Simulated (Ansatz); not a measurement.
C3H6AlF (`C=C[CH2][AlH][F]`), relaxed with RKS PBE0-D4/def2-TZVP in Ansatz 0.2.0 from a PBE-D4/def2-SVP geometry. The force threshold is 0.005 eV/Å; the program also tests the step.

Charge 0, multiplicity 1.

Start:

```xyz
11

C    -0.223   -0.290   -1.392
C     0.178    0.723   -0.545
C    -0.402    0.995    0.777
Al    0.326   -0.876    0.963
F     1.965   -1.096    1.304
H    -1.209   -0.774   -1.287
H     0.366   -0.545   -2.284
H     1.159    1.190   -0.756
H     0.013    1.856    1.323
H    -1.505    0.920    0.846
H    -0.669   -2.105    1.050
```

Problem. How much energy does the relaxation release, and in how many steps? (Estimate.)

Solution. Computed: 1.31 kcal/mol, in 10 steps, 1 of them rejected.

Problem. Which bonds change most? (An estimate is asked.)

Solution. Computed: Al4–F5 from 1.689 to 1.657 Å; C3–Al4 from 2.017 to 1.994 Å; C1–C2 from 1.380 to 1.359 Å; C2–H8 from 1.107 to 1.089 Å.

Problem. Give the relaxed structure. (Estimate.)

Solution. Computed: 
```xyz
11

C    -0.224   -0.273   -1.388
C     0.181    0.713   -0.546
C    -0.395    0.974    0.771
Al    0.324   -0.875    0.972
F     1.936   -1.075    1.299
H    -1.191   -0.755   -1.276
H     0.351   -0.522   -2.270
H     1.148    1.172   -0.751
H     0.011    1.826    1.302
H    -1.482    0.911    0.825
H    -0.658   -2.098    1.063
```
